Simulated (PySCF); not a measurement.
## Converging InH in the basis (CCSD(T))

PySCF, RHF reference; singlet, unpaired electrons none; De to In + H without counterpoise correction. Frozen cores follow the default of each basis and core potential.

| basis | relativity | functions | Re (Å) | ωe (cm⁻¹) | De (eV) | frozen orbitals |
| --- | --- | --- | --- | --- | --- | --- |
| cc-pVDZ-PP/cc-pVDZ | scalar-relativistic core potentials | 28 | 1.846 | 1471 | 2.56 | 4 |
| def2-SVP | scalar-relativistic core potentials | 31 | 1.849 | 1473 | 2.55 | 4 |
| cc-pVTZ-PP/cc-pVTZ | scalar-relativistic core potentials | 53 | 1.846 | 1487 | 2.74 | 4 |
| def2-TZVP | scalar-relativistic core potentials | 56 | 1.835 | 1512 | 2.61 | 4 |
| x2c-TZVPPall | spin-free X2C | 74 | 1.836 | 1485 | 2.73 | 18 |

**Question.** How does each smaller set differ from the one with most functions, x2c-TZVPPall?

**Answer.** cc-pVDZ-PP/cc-pVDZ: +1.0 pm, -0.9 % in ωe, -0.17 eV in De; def2-SVP: +1.3 pm, -0.8 % in ωe, -0.18 eV in De; cc-pVTZ-PP/cc-pVTZ: +1.0 pm, +0.1 % in ωe, +0.01 eV in De; def2-TZVP: -0.1 pm, +1.8 % in ωe, -0.12 eV in De. All at CCSD(T); the set with most functions is neither the basis-set limit nor always the best. The rows treat relativity differently, so the differences are not basis effects alone.

Correlated steps freeze the inner cores (4 to 18 orbitals); shallow outer-core shells are correlated. Correlated levels converge slowly with the basis: in double zeta they bind strong bonds too weakly, by up to about 1 eV, and carry superposition errors of some tenths. These are scalar-relativistic numbers at best; spin–orbit coupling would shift them, the dissociation energy most. Where the molecule has an RHF reference, its open-shell atoms are computed with UHF.
